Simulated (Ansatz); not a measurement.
CH$_{7}$ClOSi$_{2}$ (`C[SiH2]O[SiH2]Cl`), relaxed with RKS PBE-D4/def2-SVP in Ansatz 0.2.0 from a rough embedded geometry. The force threshold is 0.03 eV/Å; the program also tests the step.

Total charge 0; spin multiplicity 1.

Start:

```xyz
12

C    -0.027   -1.638    1.532
Si    0.572   -0.605    0.149
O    -0.537    0.513   -0.414
Si   -0.583    1.773   -1.401
Cl    0.156    3.373   -0.388
H    -0.977   -2.196    1.244
H    -0.343   -1.031    2.379
H     0.690   -2.367    1.867
H     1.829    0.081    0.547
H     0.894   -1.501   -1.060
H    -1.958    2.043   -1.831
H     0.283    1.554   -2.624
```

```
         step  energy (eV)  largest force (eV/Å)  largest move (Å)
            1  -31451.1196                 1.686             0.000
            2  -31451.3119                 0.914             0.078
            3  -31451.3471                 0.189             0.056
            4  -31451.3495                 0.067             0.029
            5  -31451.3506                 0.044             0.013
            6  -31451.3531                 0.024             0.050
            7  -31451.3538                 0.171             0.196
            8  -31451.3545                 0.161             0.009
            9  -31451.3594                 0.009             0.036
           10  -31451.3598                 0.009             0.032
11 (rejected)  -31451.3597                 0.105             0.115
           12  -31451.3604                 0.026             0.056
```

End:

```xyz
12

C    -0.127   -1.549    1.515
Si    0.710   -0.727    0.053
O    -0.421    0.251   -0.737
Si   -0.605    1.754   -1.411
Cl    0.267    3.198   -0.186
H    -1.004   -2.141    1.183
H    -0.473   -0.794    2.250
H     0.579   -2.236    2.027
H     1.874    0.119    0.494
H     1.196   -1.756   -0.932
H    -2.069    2.047   -1.510
H     0.072    1.834   -2.747
```

Run time 17 s (4 threads of an Arm Neoverse V1 on a shared host); peak host memory 0.17 GiB.
